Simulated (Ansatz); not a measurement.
Basis sets compared for Pt₂₀ (started as a model of: Pt20 tetrahedron). The state is a singlet with charge 0. Geometry PBE-D4/def2-SVP. Ansatz on 5 threads of AMD EPYC 7R13 on a shared host and a share (37 GiB) of an NVIDIA H100 80GB HBM3; times are rough, and most runs start from earlier orbitals.

Cartesian coordinates in Å:
```
Pt 0.6241 -2.7353 3.8753
Pt 1.4640 -2.3634 1.4138
Pt 2.1213 -2.0470 -1.0279
Pt 2.8994 -1.5398 -3.4872
Pt 0.8245 -0.1997 3.0661
Pt 1.7692 0.1101 0.5721
Pt 2.2840 0.5600 -2.0420
Pt 0.9694 2.1519 2.1385
Pt 1.7682 2.5162 -0.4985
Pt 1.0706 4.5652 0.9838
Pt -1.1944 -1.9027 2.1671
Pt -0.4255 -1.7691 -0.4200
Pt 0.3046 -1.1845 -2.9403
Pt -1.1003 0.6061 1.3802
Pt -0.2525 1.0378 -1.5228
Pt -0.8915 2.9786 0.2553
Pt -2.8641 -1.1844 0.3784
Pt -2.0998 -0.7699 -2.2642
Pt -2.6992 1.4223 -0.6353
Pt -4.5720 -0.2525 -1.3925
```

In the def2 sets Pt takes a core potential; there is no spin–orbit coupling. Single mean-field runs in def2-SVP, def2-TZVP are fitted with def2-universal-jkfit. The restricted singlet is unstable towards broken spin symmetry in Hartree–Fock (as tested in another run); at PBE-D4/def2-SVP, PBE-D4/def2-TZVP, PBE0-D4/def2-SVP, PBE0-D4/def2-TZVP this wasn't settled. No other spin state of charge 0 was run.

Binding counts from free atoms (Pt triplet) in the same basis, without a counterpoise term.

```tsv
level	functions	energy (Eh)	HOMO (eV)	LUMO (eV)	binding per atom (eV)	wall time
PBE-D4/def2-SVP	640	-2388.8481	-5.18	-5.12	3.96	16 s
PBE0-D4/def2-SVP	640	-2387.3746	-5.97	-4.82	3.22	24 s
```

(1) Estimate the rows for PBE-D4/def2-TZVP (with forces), PBE0-D4/def2-TZVP.

Results:

(1) 
```json
{"level": "PBE-D4/def2-TZVP (with forces)", "functions": "800", "energy (Eh)": "-2389.0728", "HOMO (eV)": "-5.10", "LUMO (eV)": "-5.04", "binding per atom (eV)": "4.14", "wall time": "15 s"}
{"level": "PBE0-D4/def2-TZVP", "functions": "800", "energy (Eh)": "-2387.5976", "HOMO (eV)": "-5.85", "LUMO (eV)": "-4.71", "binding per atom (eV)": "3.40", "wall time": "34 s"}
```
